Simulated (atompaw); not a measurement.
**neodymium: one change to a PAW (atompaw) potential, before and after**

atompaw 4.2.0.5 input, output lines left out:

```
Nd 60
LDA-PW scalarrelativistic loggrid 2001 logderivrange -5 5 251
6 6 5 4 0 0
6 1 0
5 2 0
4 3 4
0 0 0
c
c
c
c
v
v
c
c
c
v
v
c
c
v
v
3
3.00 2.20 2.85 2.15
n
n
y
0.9
n
y
0.35
n
custom polynom vanderbiltortho sinc
4 0 ultrasoft
2.40
2.25
3.00
3.00
3.00
3.00
1.30
1.30
```

All-electron outer shells of the reference configuration (LDA (PW92), scalar-relativistic, ld1.x):

```
shell  level (eV)  outermost node (bohr)  outermost maximum (bohr)
   4p     -225.46                   0.32                      0.59
   4d     -116.56                   0.29                      0.62
   5s      -40.58                   0.72                      1.32
   5p      -22.16                   0.77                      1.50
   6s       -3.63                   1.77                      3.74
   5d       -2.06                   0.88                      2.27
   4f       -1.94                      –                      0.67
   6p       -1.28                   2.13                      5.04
```

Change: local potential ultrasoft scheme with l = 4 at 0 Ry, radius 1.28 bohr.

Cutoffs: the cutoffs (Ry, on a coarse ladder) from which the occupation-weighted sum of valence levels, in a spherical-Bessel basis at the reference potential, stays within 10 and 1 mRy of its value at 400 Ry; they do not see the model core or the augmentation charge, which bear on the density cutoff.

**Question.** What does the change do?

**Answer.** The potential gets neither clearly harder nor softer (110 Ry and 180 Ry → 110 Ry and 180 Ry); a bound ghost appears in s, which as a rule spoils a file; the range in which the d phases agree narrows (upper end at the end of the scan → 2.7). A state that the projectors do not describe sees the local part alone, so a deeper or shallower local part can create or remove a ghost.

```csv
quantity,base,changed
"cutoff, loose",110 Ry,110 Ry
"cutoff, tight",180 Ry,180 Ry
bound ghosts,none,s
s: phases at 3.01 bohr within 0.05 rad from the reference energy up to (Ry; the scan ends near 5),3.8,to the end of the scan
p: phases at 3.01 bohr within 0.05 rad from the reference energy up to (Ry; the scan ends near 5),0.7,0.9
d: phases at 3.01 bohr within 0.05 rad from the reference energy up to (Ry; the scan ends near 5),to the end of the scan,2.7
f: phases at 3.01 bohr within 0.05 rad from the reference energy up to (Ry; the scan ends near 5),4.2,to the end of the scan
lowest overlap eigenvalue by channel,"s 0.32, p 0.92, d 0.95, f 1.00","s 0.06, p 0.84, d 0.92, f 0.95"
```

 A true bound ghost makes a file unfit for plane-wave use even where its test errors are small: the radial tests pick states by their node count and pass the ghost by. The cutoffs see the waves, projectors and local potential, not the compensation charge or the core.
